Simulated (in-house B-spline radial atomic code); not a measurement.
How numerical settings move a run on Dy+, [Xe] 4f10 6s1. Computed with an all-electron radial atomic-structure program (B-spline basis): scalar-relativistic (X2C) LDA VWN5, spherical fractional occupations, Fermi nucleus of rms radius 5.2218 fm.

Command:
```bash
python run_scf.py task.json out
```
Settings of the sound reference run:
```
Z                66
electrons        65
configuration    [Xe] 4f10 6s1
hamiltonian      x2c
method           lda,vwn
spin_polarised   False
nucleus          fermi
rms_radius       5.2218
mass_number      164
atomic_mass      163.9292
speed_of_light   137.036
knot_spacing     0.22
spline_order     8
gauss_points     12
box_radius       35.29
max_iterations   70
damping          0.5
damped_steps     3
diis_vectors     10
tolerance        1e-08
start            Thomas-Fermi
```

Cost of the run: 0.39 s on 1 thread of Arm Neoverse N1 (shared host).

It converges in 11 iterations to -12147.899268 hartree, with 6s at -9.09698 eV. The other runs change the listed settings, some to values that make no sense; their results aren't properties of the atom or ion. Radii are in bohr (the nuclear one in fm), a minus after a letter asks for a j subshell, and «unchanged» means within 1e-8 hartree. The run stops when the residual is below 10 × tolerance × max(1, Z/10), or a noise floor if that is larger, and the energy moves by less than 1e-8 × √|E| hartree; so very loose and very tight tolerances often act alike.

```tsv
changed settings	outcome
max_iterations = 3	not converged after 3 iterations, last residual 2.4e-01, last energy +1.63e+00 hartree from the reference
hamiltonian = dirac, method = revtpss,revtpss	stopped with error: meta-GGAs are not served with the Dirac Hamiltonian
knot_spacing = 0.3	converged in 11 iterations, energy +5.78e-05 hartree from the reference, 6s level -3.0e-07 eV
knot_spacing = 0.15, gauss_points = 16, first_knot = 0.0455, max_iterations = 75, start = bare nucleus	converged in 13 iterations, energy +8.23e+00 hartree from the reference, 6s level +7.0e-03 eV
electrons = 66, configuration = [Xe] 4f10 6s1 7s-1, max_iterations = 60	stopped with error: j subshells need the Dirac Hamiltonian and l > 0
knot_spacing = 0.15	converged in 11 iterations, energy +7.01e-07 hartree from the reference, 6s level +1.1e-06 eV
max_iterations = 8	not converged after 8 iterations, last residual 4.5e-04, last energy +6.68e-06 hartree from the reference
knot_spacing = 1	converged in 10 iterations, energy +3.14e+02 hartree from the reference, 6s level +1.1e+00 eV (the program warns: 6s reaches the box edge; 2s reaches the box edge)
gauss_points = 5, first_knot = 1.52e-06, max_iterations = 50, damped_steps = 1, start = bare nucleus	converged in 13 iterations, energy -2.28e-07 hartree from the reference, 6s level +9.5e-06 eV
knot_spacing = 1.4	converged in 10 iterations, energy +1.09e+03 hartree from the reference, 6s level +6.4e-01 eV (the program warns: 6s reaches the box edge; 2s reaches the box edge)
electrons = 67, configuration = [Xe] 4f10 6s3, max_iterations = 75	stopped with error: shell 6s holds at most 2 electrons
first_knot = 1.52e-06, max_iterations = 75, damping = 0, diis_vectors = 1, start = bare nucleus	not converged after 75 iterations, last residual 3.6e+00, last energy +1.83e+02 hartree from the reference
knot_spacing = 0.75	converged in 11 iterations, energy +3.51e+01 hartree from the reference, 6s level +1.1e-01 eV (the program warns: 4s reaches the box edge; 4p reaches the box edge)
max_iterations = 50, diis_vectors = 1, start = bare nucleus	not converged after 50 iterations, last residual 3.7e+00, last energy +1.83e+02 hartree from the reference
max_iterations = 2	not converged after 2 iterations, last residual 1.4e+00, last energy +4.68e+01 hartree from the reference
```

Q: What happens with knot_spacing = 0.3, max_iterations = 100, damped_steps = 0, diis_vectors = 2, start = bare nucleus?

A: Converged in 23 iterations, energy +5.78e-05 hartree from the reference, 6s level -1.7e-06 eV.

Q: What happens with knot_spacing = 0.1?

A: Converged in 11 iterations, energy -3.58e-07 hartree from the reference, 6s level -5.0e-07 eV.

Q: What happens with tolerance = 1e-06?

A: Converged in 10 iterations, energy unchanged, 6s level +1.4e-05 eV.

Q: What happens with knot_spacing = 0.55?

A: Converged in 11 iterations, energy +1.08e+00 hartree from the reference, 6s level +9.3e-03 eV.
